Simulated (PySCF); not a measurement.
difluorosilyl(difluoro)silane (F4H2Si2), SMILES F[SiH](F)[SiH](F)F.

Coordinates come from a r2SCAN-D4/def2-SVP optimisation. One conformer was computed; it need not be the lowest.

Calculation: TDDFT-PBE/def2-SVPD (PySCF).

Vertical excitations. Gas-phase values at a fixed geometry. State labels are in the subgroup C2h.

Computed lowest excited states:
```json
[
 {"state": "S1", "symmetry": "Au", "energy (eV)": "5.95", "λ (nm)": "208", "f": "0.006", "main pairs": "HOMO→LUMO 99 %"},
 {"state": "S2", "symmetry": "Bu", "energy (eV)": "6.06", "λ (nm)": "205", "f": "0.049", "main pairs": "HOMO→LUMO+1 97 %"},
 {"state": "S3", "symmetry": "Bg", "energy (eV)": "7.80", "λ (nm)": "159", "f": "0.000", "main pairs": "HOMO−1→LUMO 92 %"},
 {"state": "S4", "symmetry": "Ag", "energy (eV)": "7.85", "λ (nm)": "158", "f": "0.000", "main pairs": "HOMO−1→LUMO+1 63 %, HOMO→LUMO+3 35 %"},
 {"state": "S5", "symmetry": "Ag", "energy (eV)": "7.88", "λ (nm)": "157", "f": "0.000", "main pairs": "HOMO→LUMO+3 64 %, HOMO−1→LUMO+1 34 %"},
 {"state": "S6", "symmetry": "Bg", "energy (eV)": "8.04", "λ (nm)": "154", "f": "0.000", "main pairs": "HOMO→LUMO+4 93 %"},
 {"state": "S7", "symmetry": "Bu", "energy (eV)": "8.12", "λ (nm)": "153", "f": "0.334", "main pairs": "HOMO→LUMO+2 86 %"},
 {"state": "S8", "symmetry": "Ag", "energy (eV)": "8.35", "λ (nm)": "149", "f": "0.000", "main pairs": "HOMO→LUMO+5 93 %"},
 {"state": "S9", "symmetry": "Au", "energy (eV)": "8.36", "λ (nm)": "148", "f": "0.000", "main pairs": "HOMO−3→LUMO+1 79 %, HOMO−2→LUMO 21 %"},
 {"state": "S10", "symmetry": "Bu", "energy (eV)": "8.43", "λ (nm)": "147", "f": "0.000", "main pairs": "HOMO−3→LUMO 62 %, HOMO−2→LUMO+1 35 %"},
 {"state": "T1", "symmetry": "Bu", "energy (eV)": "5.25", "λ (nm)": "236", "f": "0", "main pairs": "HOMO→LUMO+1 99 %"},
 {"state": "T2", "symmetry": "Au", "energy (eV)": "5.27", "λ (nm)": "235", "f": "0", "main pairs": "HOMO→LUMO 99 %"},
 {"state": "T3", "symmetry": "Bu", "energy (eV)": "7.16", "λ (nm)": "173", "f": "0", "main pairs": "HOMO→LUMO+2 98 %"},
 {"state": "T4", "symmetry": "Ag", "energy (eV)": "7.45", "λ (nm)": "166", "f": "0", "main pairs": "HOMO−1→LUMO+1 98 %"}
]
```
Triplets are in the Tamm–Dancoff approximation, which puts them higher than full response would, so one can lie above its singlet here.
